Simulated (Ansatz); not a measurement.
Total energies of CH₆AlClSSi (`[SiH3][CH](Cl)[AlH][SH]`).

```xyz
11

Si    0.8916    0.5448    1.2617
C     0.3503    0.6907   -0.5179
Cl    1.3545   -0.4486   -1.5827
Al   -1.1472   -0.2929   -1.3122
S    -2.0532   -1.9726   -0.2490
H     0.0586    1.4888    2.0532
H     0.6623   -0.8422    1.7430
H     2.3294    0.8781    1.4351
H     0.5119    1.6880   -0.9291
H    -1.7574    0.1621   -2.6901
H    -1.2008   -1.8962    0.7880
```

Charge 0, multiplicity 1. Geometry: relaxed with PBE0-D4/def2-TZVP. It is one conformer, not always the lowest. Basis def2-TZVPP, Ansatz 0.2.0.

RPA on PBE orbitals: Hartree–Fock energy of these orbitals -1429.27534 Eh, correlation -1.31694 Eh (frozen core).

| functional | energy without D4 (Eh) | D4 term (kJ/mol) |
| --- | --- | --- |
| CAM-B3LYP | -1432.13656 | -29.4 |
| ωB97X-V | -1431.90643 | – |

Problem. Give the same for LDA (SPW92), PBE, revPBE, BLYP, r2SCAN, B97M-V, PBE0, B3LYP, r2SCANh, r2SCAN0, HSE06 (plane-wave form), BHLYP, LC-ωPBE, ωB97M-V, B2PLYP, PBE-QIDH. (Best estimate.)

Solution. Ansatz gave: 
```json
{"functional": "LDA (SPW92)", "energy without D4 (Eh)": "-1426.65474", "D4 term (kJ/mol)": "–"}
{"functional": "PBE", "energy without D4 (Eh)": "-1431.41789", "D4 term (kJ/mol)": "-32.6"}
{"functional": "revPBE", "energy without D4 (Eh)": "-1431.84138", "D4 term (kJ/mol)": "-83.1"}
{"functional": "BLYP", "energy without D4 (Eh)": "-1432.08993", "D4 term (kJ/mol)": "-69.1"}
{"functional": "r2SCAN", "energy without D4 (Eh)": "-1431.99384", "D4 term (kJ/mol)": "-8.0"}
{"functional": "B97M-V", "energy without D4 (Eh)": "-1431.78222", "D4 term (kJ/mol)": "–"}
{"functional": "PBE0", "energy without D4 (Eh)": "-1431.54973", "D4 term (kJ/mol)": "-28.2"}
{"functional": "B3LYP", "energy without D4 (Eh)": "-1432.20829", "D4 term (kJ/mol)": "-53.0"}
{"functional": "r2SCANh", "energy without D4 (Eh)": "-1431.98572", "D4 term (kJ/mol)": "-8.7"}
{"functional": "r2SCAN0", "energy without D4 (Eh)": "-1431.97475", "D4 term (kJ/mol)": "-9.7"}
{"functional": "HSE06 (plane-wave form)", "energy without D4 (Eh)": "-1431.51925", "D4 term (kJ/mol)": "-26.7"}
{"functional": "BHLYP", "energy without D4 (Eh)": "-1432.10096", "D4 term (kJ/mol)": "-45.4"}
{"functional": "LC-ωPBE", "energy without D4 (Eh)": "-1431.68906", "D4 term (kJ/mol)": "–"}
{"functional": "ωB97M-V", "energy without D4 (Eh)": "-1432.01918", "D4 term (kJ/mol)": "–"}
{"functional": "B2PLYP", "energy without D4 (Eh)": "-1431.59310", "D4 term (kJ/mol)": "–"}
{"functional": "PBE-QIDH", "energy without D4 (Eh)": "-1431.20444", "D4 term (kJ/mol)": "–"}
```

B3LYP takes the VWN-RPA correlation (the form of Gaussian; ORCA's B3LYP/G). HSE06 is the plane-wave form, built on full-range PBE exchange. The double hybrids freeze the cores in their second-order part.

LC-ωPBE has ω = 0.4 bohr⁻¹.
